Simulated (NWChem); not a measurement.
System: tetraarsenic (As$_{4}$); SMILES [As]12[As]3[As]2[As]31

NWChem input:

```
start job
memory heap 200 mb stack 900 mb global 1100 mb
geometry units angstroms noautoz
  As    -0.650821    -1.038187     0.878897
  As     0.658604     1.047174     0.862270
  As    -1.046588     0.650237    -0.869303
  As     1.038804    -0.659223    -0.871864
end
basis spherical
  * library def2-svp
end
dft
  xc hfexch
  iterations 150
  mulliken
end
task dft energy
```

All runs use the structure optimised with PBE-D3(BJ)/def2-SVP.

**Question.** What results follow from this input? (Hartree-Fock/def2-SVP.) Quantities: basis functions; energy (Ha); highest occupied level (eV); orbital gap (eV).

**Answer.** The number of basis functions comes out as 128 and the energy (Ha) is -8935.77. The highest occupied level (eV) is -8.86 and the orbital gap (eV) is 10.82.
